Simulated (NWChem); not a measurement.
Atomisation of GaN

```xyz
2

Ga     0.0000     0.0000     0.3426
N      0.0000     0.0000    -1.5171
```
Charge 0, spin multiplicity 3.

All runs are NWChem calculations. All single points use one geometry, from UB3LYP/def2-SVP, a minimum by its harmonic frequencies.

Basis set: def2-TZVP. The atomisation energy is electronic alone: no zero-point, thermal, spin-orbit or counterpoise terms. No value is extrapolated to the basis-set limit. Free atoms are single determinants with multiplicities Ga 2, N 4. Correlated methods freeze the same cores in atoms and molecule, 10 orbitals in all.

```tsv
method	atomisation energy (kcal/mol)	relative cost	remark
LDA (SVWN5)	71.9	1	-
B3LYP	52.1	under 3	-
BHandHLYP	41.0	under 3	-
PBE0	49.7	under 3	-
BLYP	59.1	under 3	-
PBE	60.6	under 3	-
HF	1.6	under 3	-
MP2	38.3	5	-
CAM-B3LYP	50.1	7	-
CCSD(T)	43.6	10	large amplitudes
```

The values span 70.3 kcal/mol, from HF (lowest) to LDA (SVWN5) (highest). The cost column gives rough processor time relative to LDA (SVWN5); each entry includes its own SCF. Costs are the molecule's.

The Hamiltonian is non-relativistic. B3LYP has NWChem's definition, with VWN1-RPA local correlation. GW and range-separated runs recompute their integrals, the others keep them in memory, which bears on the times. This spin state was chosen for the runs; another may lie lower. The structure started from a generated list of species. The unpaired electrons of the parent sit in orbitals of symmetry a1 and b2 (C2v labels of the run); other states weren't searched. The stability of the SCF solutions was not checked. Open-shell Hartree-Fock references start from PBE0 orbitals; any time given for them includes that run. Coupled-cluster values serve here as a point of comparison, not as the truth.
